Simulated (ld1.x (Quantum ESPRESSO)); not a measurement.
## Transferability test, TM potential for aluminium (Al)

```
Element                 : Al (Z = 13)
Generator               : ld1.x (Quantum ESPRESSO) 7.5
Type                    : norm-conserving Troullier–Martins (Kleinman–Bylander form)
Functional              : PBE
Relativity              : non-relativistic
Frozen core             : [Ne]
Valence charge          : 3
Reference configuration : 3s1.5 3p0 (charge +1.5)
Partial waves           : 3p (bound, empty): rc 1.60 bohr; 3d channel at -0.1 Ry: rc 1.75 bohr; 3s (bound): rc 1.60 bohr
Local potential         : the s channel
Core correction         : a·sin(br)/r model core inside 1.15 bohr
```

Energies are relative to the spin-unpolarised reference configuration 3s1.5 3p0; without spin polarisation the order of configurations can differ from experiment. The frozen-core shift is the all-electron ΔE with the core orbitals held at their reference shape minus the fully relaxed ΔE.

**Question.** Give the all-electron excitation energy and the error of the potential for: 3s2 3p1; 3s2 3p0; 3s1 3p0; 3s1 3p2; 3s0 3p3; 3s2 3p1.3; 3s1 3p1.

**Answer.**

```
valence configuration  charge  ΔE all-electron (eV)  error AE − PS (meV)  frozen-core shift (meV)
              3s2 3p1       0               -14.251                  +12                     +5.6
              3s2 3p0      +1                -8.480                 +1.7                     +2.4
              3s1 3p0      +2                10.712                 +1.7                     +3.9
              3s1 3p2       0                -9.144                 +9.0                     +1.9
              3s0 3p3       0                -3.868                 +5.6                     +0.8
            3s2 3p1.3    -0.3               -14.828                  +14                     +5.8
              3s1 3p1      +1                -2.708                 +1.2                     +0.3
```

Levels in the configuration 3s2 3p0:

```
level  all-electron (eV)  pseudo (eV)
   3s            -14.785      -14.791
```
